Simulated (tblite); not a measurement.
Compound: C4H7NSi.
InChI=1S/C4H7NSi/c5-4-2-1-3-6-4/h1-3H,5-6H2

Computed geometry: GFN2-xTB, gas phase.

Masses are those of the commonest isotopes; rigid-rotor values at the optimised geometry. 

Q: What are A, B and C (cm⁻¹)?

A: Ia = 107.96, Ib = 169.95, Ic = 271.73 u·Å²; 505379 MHz·u·Å²/I gives 4681, 2974 and 1860 MHz, that is A = 0.15615, B = 0.09919, C = 0.06204 cm⁻¹.

Q: Classify the top.

A: An asymmetric top. Ray's parameter κ = (2B − A − C)/(A − C) = -0.210; −1 is the prolate and +1 the oblate limit.

Q: Is it planar, by Δ = Ic − Ia − Ib?

A: Not planar: Δ = Ic − Ia − Ib = -6.17 u·Å². For a rigid frame Δ = −2 Σ m c², so Σ m c² = 3.09 u·Å² lies off the ab plane: 3.05 from hydrogen and 0.04 from heavier atoms. The atom farthest from that plane is 1.22 Å away.

Q: Give the other two planar moments, Paa and Pbb, and the rms extents of the mass along the axes.

A: Paa = Σ m a² = (Ib + Ic − Ia)/2 = 166.86 and Pbb = Σ m b² = (Ia + Ic − Ib)/2 = 104.87 u·Å². With the mass M = 97.03 u, the rms extents √(P/M) along a, b and c are 1.31, 1.04, 0.18 Å.

Q: Give the coordinates in the principal-axis frame, origin at the centre of mass.

A: The sense of each axis is arbitrary; atoms in the order of the calculation.
```
atom  mass (u)   a (Å)   b (Å)   c (Å)
  N1    14.003   2.258   0.014  -0.048
  C2    12.000   0.895   0.164   0.015
  C3    12.000   0.250   1.351   0.007
  C4    12.000  -1.191   1.277  -0.003
  C5    12.000  -1.751   0.054  -0.002
 Si6    27.977  -0.397  -1.237   0.000
  H7     1.008   2.816   0.827   0.170
  H8     1.008   2.639  -0.858   0.279
  H9     1.008   0.752   2.309   0.009
 H10     1.008  -1.764   2.195  -0.003
 H11     1.008  -2.818  -0.094  -0.007
 H12     1.008  -0.296  -2.052   1.217
 H13     1.008  -0.285  -2.068  -1.200
```

Its GFN2-xTB frequencies are all real (lowest 175 cm⁻¹). These are rigid-rotor constants of the computed structure; measured ground-state constants (B0) also hold zero-point vibration.

On one thread, Arm Neoverse V1 (aarch64), no GPU, shared host, this took 0.33 s wall. These figures are those of the optimisation.

Shape of the structure used: `[NH2:1][C:2]1=[CH:3][CH:4]=[CH:5][SiH2:6]1`: H–N1–C2–C3 18°, H–N1–C2–C3 159°.
